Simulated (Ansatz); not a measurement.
One change: `CNC[SiH2]Cl` becomes `CNCSS`.

Ansatz, PBE0-D4/def2-TZVP geometries, multiplicity 1. Each molecule was computed in one conformer, which needn't be the lowest.

```tsv
property	`CNC[SiH2]Cl`
LUMO energy (PBE/def2-TZVPP) / eV	-0.42
LUMO energy (PBE0/def2-TZVPP) / eV	0.49
size of the dipole moment (ωB97M-V/def2-TZVPP) / D	2.14
LUMO energy (B3LYP/def2-TZVPP) / eV	0.28
HOMO–LUMO gap (PBE0/def2-TZVPP) / eV	7.11
LUMO energy (ωB97M-V/def2-TZVPP) / eV	2.25
```

**Question.** Give the same properties after the change, and the shifts. (Best estimate.)

**Answer.** Computed: 
| property | `CNCSS` | shift |
| --- | --- | --- |
| LUMO energy (PBE/def2-TZVPP) / eV | -1.47 | -1.05 |
| LUMO energy (PBE0/def2-TZVPP) / eV | -0.47 | -0.96 |
| size of the dipole moment (ωB97M-V/def2-TZVPP) / D | 1.09 | -1.05 |
| LUMO energy (B3LYP/def2-TZVPP) / eV | -0.71 | -0.99 |
| HOMO–LUMO gap (PBE0/def2-TZVPP) / eV | 6.12 | -0.99 |
| LUMO energy (ωB97M-V/def2-TZVPP) / eV | 1.59 | -0.66 |

Dipoles are sizes alone; their direction can turn.

B3LYP here is the variant with VWN-RPA as its local correlation; programs differ in this.
